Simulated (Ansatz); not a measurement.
One change: `[SiH3][N]([SiH3])[Mg][N]([SiH3])[SiH3]` becomes `[NH2][Mg][N]([SiH3])[SiH3]`.

Ansatz, PBE0-D4/def2-TZVP geometries, multiplicity 1. Each molecule was computed in one conformer, which needn't be the lowest.

```tsv
property	`[SiH3][N]([SiH3])[Mg][N]([SiH3])[SiH3]`
LUMO energy (PBE0/def2-TZVPP) / eV	-1.50
LUMO energy (B3LYP/def2-TZVPP) / eV	-1.70
HOMO energy (B3LYP/def2-TZVPP) / eV	-7.18
LUMO energy (PBE/def2-TZVPP) / eV	-2.29
size of the dipole moment (PBE/def2-TZVPP) / D	0.01
HOMO–LUMO gap (PBE0/def2-TZVPP) / eV	5.91
```

**Question.** What does the change do to each property? (Estimate.)

**Answer.** Ansatz gave: 
| property | `[NH2][Mg][N]([SiH3])[SiH3]` | shift |
| --- | --- | --- |
| LUMO energy (PBE0/def2-TZVPP) / eV | -1.26 | 0.24 |
| LUMO energy (B3LYP/def2-TZVPP) / eV | -1.51 | 0.19 |
| HOMO energy (B3LYP/def2-TZVPP) / eV | -6.30 | 0.88 |
| LUMO energy (PBE/def2-TZVPP) / eV | -2.01 | 0.28 |
| size of the dipole moment (PBE/def2-TZVPP) / D | 1.49 | 1.48 |
| HOMO–LUMO gap (PBE0/def2-TZVPP) / eV | 5.26 | -0.65 |

With PBE0 the HOMO rises by 0.89 eV and the LUMO rises by 0.24 eV, so the gap narrows by about 0.65 eV. PBE moves the HOMO by 0.99 eV and ωB97M-V by 0.72 eV.

B3LYP here is the variant with VWN-RPA as its local correlation; programs differ in this.
